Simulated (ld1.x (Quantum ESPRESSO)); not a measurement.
## Transferability test, RRKJ potential for dysprosium

Dy, norm-conserving RRKJ (Kleinman–Bylander form), made with ld1.x (Quantum ESPRESSO) 7.5 (Wu–Cohen, scalar-relativistic). Core [Kr] 4d10 4f9, reference 5s2 5p6 5d1 6s1.5 6p0 (charge +0.5). Waves: 5p (bound): rc 1.70 bohr; 5d (bound): rc 3.50 bohr; 5s (bound): rc 1.95 bohr. Local part: the s channel. Core correction: Bessel-smoothed model core inside 1.75 bohr. rho0 = 0.005.

Occupied shells without a wave of their own: 6s. They enter only through the test configuration that unscreens the potential, and ld1.x also counts them in the model core charge.

Energies are relative to the spin-unpolarised reference configuration 5s2 5p6 5d1 6s1.5 6p0; without spin polarisation the order of configurations can differ from experiment. The frozen-core shift is the all-electron ΔE with the core orbitals held at their reference shape minus the fully relaxed ΔE.

ld1.x takes every shell without a wave as core, so the model core holds the 6s electrons as well and exchange and correlation see them twice. This cancels in the reference configuration, but the file is broken for other ones, and its errors say nothing about a proper core correction.

```
valence configuration  charge  ΔE all-electron (eV)  error AE − PS (meV)  frozen-core shift (meV)
  5s2 5p6 5d1 6s2 6p0       0                -2.778                 +345                     -0.4
  5s2 5p6 5d1 6s1 6p0      +1                 4.091                 -545                     +2.0
  5s2 5p6 5d1 6s0 6p0      +2                16.403                -2470                      +20
  5s2 5p6 5d2 6s1 6p0       0                -0.659                 -357                     +9.0
  5s2 5p6 5d1 6s1 6p1       0                 0.290                 -472                     +0.3
  5s2 5p6 5d0 6s2 6p0      +1                 3.106                 +571                      +17
  5s2 5p5 5d1 6s2 6p0      +1                30.900                 +515                     +198
```

Levels in the configuration 5s2 5p6 5d1 6s0 6p0:

| level | all-electron (eV) | pseudo (eV) |
| --- | --- | --- |
| 5s | -66.923 | -68.514 |
| 5p | -42.544 | -43.908 |
| 5d | -15.123 | -16.187 |

These tests converged, but a pseudo level misses the all-electron one widely, so the file describes the atom poorly there or has found another state: 5s2 5p6 5d1 6s0 6p0: empty 6s by 2.5 eV. A variational frozen-core shift is positive and of second order in the change. This column holds negative values, so the frozen-core run of ld1.x carries numerical noise or an error of first order here, and the column gives no more than the rough size of the effect.

The potential misses its own reference levels by up to 0.9 eV.
